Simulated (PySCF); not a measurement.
Computed shifts of a molecule CH₁₀ClNSi₃, PBE0/pcSseg-1 in PySCF, GIAO, gas phase, atoms alike by connectivity averaged where their shifts nearly agree, in ppm (number of nuclei): ¹³C: 6.4 (1). ²⁹Si: 21.1 (1), -104.6 (1), -110.1 (1). ¹⁵N: 49.2 (1). ¹H: 3.83 (3), 3.75 (1), 3.65 (1), 1.49 (1), 1.37 (1), 0.84 (3). References: ¹³C against TMS (σ = 186.3 ppm); ²⁹Si against TMS (σ = 352.7 ppm); ¹⁵N against NH3 (σ = 267.4 ppm); ³⁵Cl against HCl (σ = 945.9 ppm); ¹H against TMS (σ = 31.56 ppm), references at their B3LYP-D3(BJ)/def2-TZVP geometries, non-relativistic (without spin–orbit terms, shifts of atoms bonded to Cl or Br come out too high). Geometry: B3LYP-D3(BJ)/def2-SVP. Other conformers were not sampled.

Pick the molecule that these values belong to.
(A) C[Si@](N)(Cl)[SiH2][SiH3]
(B) [SiH3]C([SiH3])N[SiH2]Cl
(C) [SiH3]N[C@@H]([SiH3])[SiH2]Cl
(D) NC[SiH2][SiH2][SiH2]Cl

A, C[Si@](N)(Cl)[SiH2][SiH3]
